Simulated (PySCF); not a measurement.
## Continuum solvent and chemical shifts

Atoms are numbered as in `[CH3:1][C:2]([F:3])([F:4])[O:5][CH:6]1[CH2:7][CH2:8]1`; H(Xn) means a hydrogen on atom n. Ha(C7), Ha(C8) are cis to O5 on the ring; Hb(C7), Hb(C8) are trans to O5 on the ring.

GIAO PBE0/pcSseg-1 in PySCF 2.14.0 with density-fitted response routines on one PBE0-D3(BJ)/def2-SVP conformer, non-relativistic, equivalent nuclei averaged. Solvents enter as an IEF-PCM continuum (chloroform with ε = 4.7, acetone with ε = 20.5) around the gas-phase geometry. Shifts are referred to TMS, CFCl3 computed in the same medium.

In chloroform, δ in ppm: C2 130.5, C6 46.1, C1 24.8, C7/C8 7.2, F3/F4 -91.0, H(C6) 3.60, H(C1) 1.63, Ha(C7)/Ha(C8) 0.77, Hb(C7)/Hb(C8) 0.68. Dipole moment 1.05 D.

Problem. How does each δ change in the more polar medium?

Solution. 
```tsv
atoms	environment	Δδ, acetone
C2	fully substituted sp3 carbon bonded to 2 F and O	+0.5
C6	three-membered-ring carbon	+0.2
C1	methyl carbon	+0.1
C7/C8	three-membered-ring carbon	+0.1
F3/F4	fluorine of a CF2 group	0.0
H(C6)	hydrogen on a three-membered-ring carbon	+0.03
H(C1)	hydrogen on a methyl carbon	+0.04
Ha(C7)/Ha(C8)	hydrogen on a three-membered-ring carbon	0.00
Hb(C7)/Hb(C8)	hydrogen on a three-membered-ring carbon	+0.05
```

Changes are relative to chloroform. The dipole moment becomes 1.08 D in acetone.

Problem. Which nuclei move most (in ppm), and what does the model miss?

Solution. C2 (fully substituted sp3 carbon bonded to 2 F and O, +0.5 ppm) in acetone. A continuum only polarises the solute; specific hydrogen bonds, the anisotropy of aromatic solvents and changes of geometry or conformer are outside it.
